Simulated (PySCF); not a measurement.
A structure optimised at PBE0-D3(BJ)/def2-SVP (Å):
```
C 
C   1  1.5224
C   2  1.5092  1  112.28
C   3  1.5244  2  122.69  1   160.85
C   4  1.5064  3  122.32  2     0.46
C   3  1.4819  2  121.29  1    89.83
C   6  1.4757  3  138.88  4   132.93
C   6  1.4783  3  136.08  4  -128.09
H   1  1.1007  2  111.70  3   179.50
H   1  1.1015  2  111.10  3   -60.13
H   1  1.1017  2  111.23  3    59.25
H   2  1.1042  1  109.74  3  -122.07
H   2  1.1015  1  109.44  3   121.90
H   3  1.0977  2  113.69  1   -54.58
H   4  1.0967  3  113.89  6  -106.02
H   5  1.0993  4  111.73  3   -42.40
H   5  1.1018  4  111.55  3    78.41
H   5  1.1015  4  110.74  3  -161.90
H   7  1.0945  6  118.52  8   107.05
H   7  1.0945  6  118.38  8  -107.04
H   8  1.0949  6  118.44  7  -107.05
H   8  1.0947  6  118.76  7   107.01
```
Z-matrix in Å and degrees, rows numbered from 1.

Charge 0, singlet.

Problem. Which heavy atoms are bonded, and with what formal order?

Solution. C1–C2 (single); C2–C3 (single); C3–C4 (single); C4–C5 (single); C4–C6 (single); C6–C7 (single); C7–C8 (single); C3–C6 (single); C6–C8 (single). Hydrogens: H9, H10, H11 on C1; H12, H13 on C2; H14 on C3; H15 on C4; H16, H17, H18 on C5; H19, H20 on C7; H21, H22 on C8.

Problem. Write the SMILES.

Solution. `CC[C@@H]1[C@H](C)C12CC2`, C8H14.

Problem. What is the point group of this geometry?

Solution. C1 (no symmetry element, even within 0.4 Å).

Problem. Which rings does it hold (smallest set)?

Solution. C6–C7–C8 (3 members); C3–C4–C6 (3 members).

Problem. Describe the place of each heavy atom.

Solution. C1: methyl carbon; C2: chain CH2 carbon; C3: three-membered-ring carbon; C4: three-membered-ring carbon; C5: methyl carbon; C6: sp3 carbon at a ring junction; C7: three-membered-ring carbon; C8: three-membered-ring carbon.

Problem. What is the arrangement about C7?

Solution. It has 4 neighbours (C6, C8, H19, H20) and has angles from 59.2° to 118.5°.

Problem. What is the arrangement about C2?

Solution. It has 4 neighbours (C1, C3, H12, H13) and is tetrahedral (angles from 106.1° to 112.3°).

These are computed values.
